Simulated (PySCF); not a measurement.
**GaBr: from constants to spectrum**

RHF-CCSD(T) constants of GaBr, ¹Σ⁺ (singlet), closed shell (PySCF, no relativity, basis sets Ga pcseg-1, Br pcseg-1; masses 68.9256 and 78.9183 u):

```
ωe              : 266.2 cm⁻¹
ωexe            : 0.649 cm⁻¹
Be              : 0.079067 cm⁻¹
αe              : 0.000293 cm⁻¹
D (centrifugal) : 2.79e-08 cm⁻¹
De to Ga + Br   : 4.11 eV
```

(1) Give the band origin of the fundamental and the first lines of its P and R branches.

(2) Near which J would the R branch turn back, without centrifugal distortion?

Correlated steps freeze 18 core orbitals. Correlated levels converge slowly with the basis: in double zeta they bind strong bonds too weakly, by up to about 1 eV, and carry superposition errors of some tenths. Where the molecule has an RHF reference, its open-shell atoms are computed with UHF.

Results:

(1) ν0 = ωe − 2ωexe = 264.9 cm⁻¹, B0 = 0.078921, B1 = 0.078628 cm⁻¹.

| J″ | P(J″) − ν0 | R(J″) − ν0 |
| --- | --- | --- |
| 0 |  | 0.157 |
| 1 | -0.158 | 0.314 |
| 2 | -0.316 | 0.470 |
| 3 | -0.475 | 0.625 |
| 4 | -0.635 | 0.780 |
| 5 | -0.795 | 0.935 |
| 6 | -0.956 | 1.088 |

(2) At J ≈ (B0 + B1)/(2(B0 − B1)) − 1 ≈ 270.
